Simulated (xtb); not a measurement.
C$_{5}$H$_{12}$Si, charge -1, doublet, at a GFN2-xTB geometry (a state made from the parent by changing its charge; the spin is typed, not shown lowest). Base run: xtb 6.7.1 with GFN0-xTB.

Here is a job for xtb.
```
$ xtb mol.xyz --gfn 0 --chrg -1 --uhf 1 --json

# file mol.xyz
18

C      2.16003671    -0.84148380     1.28348992
C      1.48553002     0.21229236     0.65084664
Si    -0.14889855     0.14298310    -0.14429729
C     -0.69079915     1.88714466    -0.74397338
C     -1.54961750    -0.52819582     1.03218291
C     -0.57164655    -0.99674437    -1.69937455
H      3.15184816    -0.71769966     1.69563799
H      1.65710004    -1.76847569     1.51246684
H      2.09272032     1.09805367     0.46627116
H     -1.69005540     2.14042272    -0.39585800
H     -0.69828317     1.95522380    -1.82938107
H     -0.01535944     2.65221175    -0.37399035
H     -1.69346264     0.11056415     1.90207867
H     -2.51593616    -0.63584450     0.53865174
H     -1.26598848    -1.51058701     1.40297596
H      0.03198809    -0.73622798    -2.56926471
H     -0.35240392    -2.03731939    -1.46279137
H     -1.61860908    -0.95016349    -2.00566385
```

Each row names what was changed in the base input (with any setting that the change needs).

```csv
change,ΔE vs base (kcal/mol)
base,0.000
acc = 30,0.000
acc = 0.1,0.000
etemp = 3000,-0.121
```
